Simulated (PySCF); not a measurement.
Molfile (atoms numbered from 1):
```
C5H10O3
     RDKit          3D

 18 18  0  0  0  0  0  0  0  0999 V2000
   -2.9294   -0.1417   -0.2085 C   0  0  0  0  0  0  0  0  0  0  0  0
   -1.6325   -0.6965   -0.1834 O   0  0  0  0  0  0  0  0  0  0  0  0
   -0.7929   -0.1268    0.7766 C   0  0  2  0  0  0  0  0  0  0  0  0
   -0.4201    1.1724    0.4348 O   0  0  0  0  0  0  0  0  0  0  0  0
    0.6916    1.0431   -0.4368 C   0  0  0  0  0  0  0  0  0  0  0  0
    1.2210   -0.3889   -0.1772 C   0  0  1  0  0  0  0  0  0  0  0  0
    2.6645   -0.4449    0.2931 C   0  0  0  0  0  0  0  0  0  0  0  0
    0.3599   -0.8679    0.8565 O   0  0  0  0  0  0  0  0  0  0  0  0
   -3.4614   -0.6595   -1.0029 H   0  0  0  0  0  0  0  0  0  0  0  0
   -3.4376   -0.3027    0.7487 H   0  0  0  0  0  0  0  0  0  0  0  0
   -2.8924    0.9314   -0.4181 H   0  0  0  0  0  0  0  0  0  0  0  0
   -1.2931   -0.0977    1.7588 H   0  0  0  0  0  0  0  0  0  0  0  0
    1.4152    1.8146   -0.1668 H   0  0  0  0  0  0  0  0  0  0  0  0
    0.3758    1.1747   -1.4764 H   0  0  0  0  0  0  0  0  0  0  0  0
    1.0836   -1.0145   -1.0688 H   0  0  0  0  0  0  0  0  0  0  0  0
    3.3247   -0.1205   -0.5066 H   0  0  0  0  0  0  0  0  0  0  0  0
    2.9133   -1.4645    0.5723 H   0  0  0  0  0  0  0  0  0  0  0  0
    2.8010    0.1963    1.1599 H   0  0  0  0  0  0  0  0  0  0  0  0
  1  2  1  0
  2  3  1  0
  3  4  1  0
  4  5  1  0
  5  6  1  0
  6  7  1  0
  6  8  1  0
  8  3  1  0
  1  9  1  0
  1 10  1  0
  1 11  1  0
  3 12  1  1
  5 13  1  0
  5 14  1  0
  6 15  1  6
  7 16  1  0
  7 17  1  0
  7 18  1  0
M  END
```

Geometry: GFN2-xTB; GIAO shifts from PySCF, gas phase, non-relativistic, averaged over equivalent atoms.

At CAM-B3LYP/pcSseg-1 (186 basis functions, 29 s wall time on 1 thread of an AMD EPYC 9R14, shared host):
```tsv
atoms	δ (ppm)
C3	124.4
C6	75.7
C5	73.2
C1	55.4
C7	23.0
O8	132.0
O4	100.2
O2	86.3
H12	5.74
H15	4.49
H14	4.17
H13	3.54
H9/H10/H11	3.48
H16/H17/H18	1.29
```

References, each an isolated molecule treated in the same way: 13C (σref 185.10), 1H (σref 31.78) vs TMS; H2O for 17O (σref 340.17).

Estimate the result of repeating the calculation with LDA/pcSseg-1.

Results:


| atoms | δ at LDA/pcSseg-1 | change |
| --- | --- | --- |
| C3 | 131.7 | +7.3 |
| C6 | 80.1 | +4.4 |
| C5 | 76.9 | +3.7 |
| C1 | 56.9 | +1.5 |
| C7 | 22.3 | -0.7 |
| O8 | 155.0 | +23.0 |
| O4 | 118.1 | +17.9 |
| O2 | 102.2 | +15.9 |
| H12 | 6.12 | +0.38 |
| H15 | 4.88 | +0.39 |
| H14 | 4.43 | +0.26 |
| H13 | 3.66 | +0.12 |
| H9/H10/H11 | 3.57 | +0.09 |
| H16/H17/H18 | 1.23 | -0.06 |

δ = σ(ref) − σ, references computed at the same level: 13C (σref 183.31), 1H (σref 31.27) against TMS; 17O (σref 344.28) vs H2O.

The largest change is at O8 (ether oxygen). Cost: 186 basis functions, 21 s wall time on 1 thread of an AMD EPYC 9R14, shared host. The order of the carbon signals is the same at both levels.

Experimental scales use liquid or dissolved standards, which lie at an offset from isolated H2O (liquid H2O: subtract about 36 ppm).
